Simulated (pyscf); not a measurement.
**H₃C–CH₂–O–GaH₂, singlet**

Gas-phase minimum from PySCF at ωB97X-D3(BJ)/def2-SVP, one conformer. 

SMILES: CC[O][GaH2]
```xyz
11

C      0.3097    -0.1462    -0.1774
C     -0.3250     1.2375    -0.1623
O     -1.6887     1.2630     0.1720
Ga    -2.8524    -0.0224     0.5727
H      0.2406    -0.6297     0.8111
H      1.3757    -0.0744    -0.4463
H     -0.1819    -0.8055    -0.9116
H     -0.2001     1.7063    -1.1570
H      0.2213     1.8810     0.5532
H     -2.4017    -1.5170     0.5963
H     -4.2681     0.5537     0.8681
```
Charge 0, spin multiplicity 1.

Bond lengths (Å): C1–C2 1.522, C1–H5 1.103, C1–H6 1.102, C1–H7 1.103, C2–O3 1.404, C2–H8 1.107, C2–H9 1.107, O3–Ga4 1.780, Ga4–H10 1.561, Ga4–H11 1.557. Angles (°): C2–C1–H5 111.3, C2–C1–H6 110.3, C2–C1–H7 111.4, H5–C1–H6 107.9, H5–C1–H7 107.9, H6–C1–H7 107.9, C1–C2–O3 115.1, C1–C2–H8 109.2, C1–C2–H9 109.2, O3–C2–H8 108.4, O3–C2–H9 108.4, H8–C2–H9 106.2, C2–O3–Ga4 132.5, O3–Ga4–H10 120.4 (the first ones only).

Properties at ωB97X-D3(BJ)/def2-SVP:

```yaml
harmonic_wavenumbers_unscaled: 49, 162, 186, 313, 419, 562, 617, 625, 758, 803, 931, 1111, 1177, 1225, 1316, 1388, 1431, 1470, 1479, 1508, 2026, 2050, 3036, 3059, 3077, 3153, 3158 cm⁻¹
zero_point_energy: 53.0 kcal/mol
rotational_symmetry_number: 1
Entropy of this conformer at 298 K and 1 atm, rigid rotor and harmonic oscillator, modes under 100 cm⁻¹ raised to 100: 330.1 J/(mol K)
dipole_moment: 1.26 D
```

Single-point totals, which compare only within one level:

```
level                   total energy (hartree)
----------------------  ----------------------
ωB97X-D3(BJ)/def2-TZVP             -2080.59017
PBE/def2-TZVP                      -2080.07274
r²SCAN/def2-TZVP                   -2080.46425
B3LYP-D3(BJ)/def2-TZVP             -2080.63543
PBE0-D3(BJ)/def2-TZVP              -2080.13334
M06-2X/def2-TZVP                   -2080.48495
ωB97M-D3(BJ)/def2-TZVP             -2080.62589
```

The lowest mode is so soft that the shape along it may change with the basis. Soft torsions are taken as harmonic, which can shift the entropy by several J/(mol K). Elements up to Kr have no core potential and no relativistic terms here.
